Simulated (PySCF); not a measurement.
Species: `COC(=O)OC[SiH2]Cl`. The columns A, B, C and D hold Mulliken, IAO, Hirshfeld and ESP-fitted charges (e) of one PBE0/pcSseg-1 density (PySCF), in a shuffled order. Coordinates in Å (GFN2-xTB); the density's dipole moment is (-4.19, 0.01, -0.11) D.

| atom | x | y | z | A | B | C | D |
| --- | --- | --- | --- | --- | --- | --- | --- |
| C1 | -2.864 | -0.250 | -0.700 | -0.218 | -0.061 | -0.048 | -0.025 |
| O2 | -1.982 | 0.213 | 0.322 | -0.316 | -0.420 | -0.442 | -0.099 |
| C3 | -0.684 | 0.123 | 0.104 | +0.677 | +0.989 | +0.770 | +0.282 |
| O4 | -0.182 | -0.340 | -0.901 | -0.498 | -0.511 | -0.535 | -0.204 |
| O5 | -0.017 | 0.594 | 1.121 | -0.305 | -0.412 | -0.420 | -0.098 |
| C6 | 1.412 | 0.550 | 1.026 | -0.360 | -0.134 | -0.267 | -0.084 |
| Si7 | 2.099 | -0.236 | -0.592 | +0.808 | +0.365 | +0.718 | +0.301 |
| Cl8 | 4.103 | -0.068 | -0.166 | -0.383 | -0.292 | -0.391 | -0.179 |
| H9 | -3.592 | -0.906 | -0.225 | +0.166 | +0.123 | +0.133 | +0.060 |
| H10 | -2.308 | -0.787 | -1.469 | +0.167 | +0.070 | +0.143 | +0.048 |
| H11 | -3.370 | 0.612 | -1.136 | +0.161 | +0.111 | +0.131 | +0.058 |
| H12 | 1.758 | 1.581 | 1.135 | +0.170 | +0.136 | +0.160 | +0.050 |
| H13 | 1.757 | 0.000 | 1.905 | +0.171 | +0.134 | +0.160 | +0.050 |
| H14 | 1.953 | 0.599 | -1.774 | -0.120 | -0.051 | -0.056 | -0.081 |
| H15 | 1.913 | -1.676 | -0.683 | -0.121 | -0.048 | -0.056 | -0.081 |

Question: Which column most likely holds the ESP-fitted charges?

Answer: B. Σ q r misses the density's dipole by 0.08 D (B), 0.64 D (D), 1.00 D (A), 2.14 D (C). Charges fitted to the outside potential are the only set here that is tied to the molecule's multipoles.

Question: And the Hirshfeld charges?

Answer: D. The mean sizes are 0.113 e (D), 0.257 e (B), 0.295 e (C), 0.309 e (A), and Hirshfeld charges are commonly the smallest of these schemes.

As computed, A = IAO, B = ESP-fitted, C = Mulliken, D = Hirshfeld. Hydrogens on carbon: IAO +0.16 to +0.17, ESP-fitted +0.07 to +0.14, Mulliken +0.13 to +0.16, Hirshfeld +0.05 to +0.06 e.

The IAO scheme projects the occupied orbitals on a minimal set of polarised atomic orbitals and counts the electrons in each atom's part of it. The Hirshfeld scheme weights the molecular density at each point by an atom's share of the summed free-atom densities.

The structure is a single GFN2-xTB conformer in the gas phase; no vibrational or solvent corrections. GFN2-xTB frequencies show an imaginary mode (58i cm⁻¹), so this geometry is no minimum at that level.

The values belong to the conformer `[CH3:1][O:2][C:3](=[O:4])[O:5][CH2:6][SiH2:7][Cl:8]`: C1–O2–C3–O4 -1°, O2–C3–O5–C6 180°, C3–O5–C6–Si7 -1°, O5–C6–Si7–Cl8 -179°.
